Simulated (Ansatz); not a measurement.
Basis sets compared for the cluster Be2Br2⁺ (the lowest doublet isomer of a short search). Total charge 1; doublet. Geometry PBE-D4/def2-TZVP. Ansatz on 4 threads of Intel Xeon on a shared host; times are rough, and most runs start from earlier orbitals.

Cartesian coordinates in Å:
```
Be -0.736 0.330 0.347
Be 1.989 -0.894 -0.922
Br -2.260 1.180 -0.427
Br 1.007 -0.616 1.002
```

The structure comes from a short search, and lower isomers may exist.

```csv
level,functions,energy (Eh),HOMO (eV),LUMO (eV),wall time
PBE-D4/def2-SVP,82,-5176.0945,-10.75,-8.58,2.3 s
PBE0-D4/def2-SVP,82,-5176.2841,-11.80,-7.80,4.6 s
```

Q: Estimate the rows for PBE-D4/def2-TZVP (with forces), PBE0-D4/def2-TZVP.

A: 
```tsv
level	functions	energy (Eh)	HOMO (eV)	LUMO (eV)	wall time
PBE-D4/def2-TZVP (with forces)	134	-5176.7543	-10.76	-8.53	4.5 s
PBE0-D4/def2-TZVP	134	-5176.9455	-11.81	-7.73	9 s
```
